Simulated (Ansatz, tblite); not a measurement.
Isomers of MgZn$_{2}$⁺ (doublet), found by a short tight-binding search and relaxed with PBE/def2-TZVP in Ansatz.

The xTB rows come from tblite. Correlated methods freeze 19 core orbitals; core or outer-core shells of Mg are correlated, in sets that lack core-valence functions.

Run but left out: MP2/def2-TZVPP (A: ⟨S²⟩ 0.95, where a pure state has 0.75).

A: At CCSD(T)/def2-TZVPP the charge 1 doublet is spin-contaminated (final ⟨S²⟩ up to 0.95, 0.75 for a pure state). B: At CCSD(T)/def2-TZVPP the charge 1 doublet is spin-contaminated (final ⟨S²⟩ up to 1.00, 0.75 for a pure state).

Other spin states were run for one of them alone.

A:

```xyz
3

Mg   -0.011    0.013   -0.007
Zn   -1.559   -0.167    2.379
Zn    1.571    0.154   -2.372
```

B:

```xyz
3

Mg    2.130    1.174   -1.293
Zn   -0.030   -0.020    0.024
Zn   -2.100   -1.154    1.269
```

Problem. Estimate which lies lowest at each level, and how far above it the others are (eV).

Solution. 
```tsv
level	A	B
GFN1-xTB	0.02	0.00
GFN2-xTB	0.00	0.46
HF/def2-TZVPP	0.00	0.01
PBE/def2-TZVP	0.04	0.00
revPBE/def2-TZVP	0.01	0.00
r2SCAN/def2-TZVP	0.05	0.00
r2SCANh/def2-TZVP	0.04	0.00
PBE0/def2-TZVP	0.03	0.00
CCSD/def2-TZVPP	0.00	0.02
CCSD(T)/def2-TZVPP	0.00	0.00
```
Point groups (tolerance 0.1 Å): A D∞h, B C∞v. Lower isomers may exist.
